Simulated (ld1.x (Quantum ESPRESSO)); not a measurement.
# I: excitation energies, all-electron against TM

iodine, norm-conserving Troullier–Martins (Kleinman–Bylander form), made with ld1.x (Quantum ESPRESSO) 7.5 (Wu–Cohen, fully relativistic). Core [Kr] 4d10, reference 5s1 5p6. Waves: 5s (bound): rc 1.45 bohr; 5p (bound): rc 2.26 bohr. Local part: all-electron potential smoothed inside 1.25 bohr (lloc = -2). Core correction: Bessel-smoothed model core, default radius (core density twice the valence density).

Open shells are filled in proportion to 2j + 1 (rel_dist='average').

Energies are relative to the spin-unpolarised reference configuration 5s1 5p6; without spin polarisation the order of configurations can differ from experiment.

| valence configuration | charge | ΔE all-electron (eV) | error AE − PS (meV) |
| --- | --- | --- | --- |
| 5s2 5p5 | 0 | -10.408 | -11 |
| 5s2 5p3 | +2 | 20.705 | -0.3 |
| 5s1 5p5 | +1 | 11.747 | +5.0 |
| 5s2 5p1 | +4 | 89.748 | -80 |
| 5s2 5p4.5 | +0.5 | -5.855 | -12 |
| 5s2 5p5.3 | -0.3 | -12.201 | -10 |

What are ΔE and the potential's error for 5s2 5p4?

ΔE = 0.774 eV all-electron; the error (AE − PS) is -9.4 meV.

Levels in the configuration 5s2 5p4.5:

```csv
level,all-electron (eV),pseudo (eV)
5s j=1/2,-21.736,-21.709
5p j=1/2,-11.863,-11.858
5p j=3/2,-10.779,-10.779
```

Note: ghost states, extra bound levels that the all-electron valence spectrum of the same l lacks: s at -39.4 eV, d at -11.9 eV. A true bound ghost makes a file unfit for plane-wave use.
